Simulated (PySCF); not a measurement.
## Peak assignment

Atoms are numbered as in `[CH3:1][SiH2:2][C:3]([SiH3:4])([C:5]#[N:6])[C:7]#[N:8]`. Each H is labelled by its parent atom.

Computational details: GFN2-xTB geometry, PBE0/pcSseg-1 with gauge-including orbitals, in PySCF (one averaged value for each set of equivalent atoms, no solvent model, non-relativistic Hamiltonian, single conformer).

Referencing at the same level of theory: ¹³C, ¹H against TMS.

Task: Assign these signals to the numbered atoms. ¹³C{¹H} NMR (computed): δ 119.5 (C), -5.5 (C), -7.2 (CH3).

Result: 
| δ (ppm) | atoms | environment | reason |
| --- | --- | --- | --- |
| 119.5 | C5/C7 | nitrile carbon | this is the usual window of a C≡N carbon, which has no attached hydrogen |
| -5.5 | C3 | fully substituted sp3 carbon bonded to 2 Si, α to a nitrile | an electropositive neighbour leaves it electron-rich and shielded |
| -7.2 | C1 | methyl carbon bonded to Si | an electropositive neighbour leaves it electron-rich and shielded |

C3 and C1 lie closer than the usual error of such a calculation, so a measured spectrum could show them in the other order.

Task: Assign these signals to the numbered atoms. ¹H NMR (400 MHz, computed): δ 4.63 (q, 2H), 4.33 (s, 3H), 0.51 (t, 3H).

Result: 
4.63 → H(Si2), hydrogen on a silicon bonded to 2 C
4.33 → H(Si4), hydrogen on a silicon bonded to C
0.51 → H(C1), hydrogen on a methyl carbon bonded to Si: an electropositive neighbour shields it, as in TMS itself

Shifts are as computed. Against solution values, carbons near 30 ppm lie about +3 ppm off and those near 130 ppm about +5 ppm. Of 1309 compounds with measured shifts, 239 miss one by over three times the rms of a fit or turn the order of signals round; such compounds aren't used in these exercises. Multiplicities follow the n + 1 count of equivalent neighbours, as no J values were calculated; m marks all less simple cases, F and P coupling included.
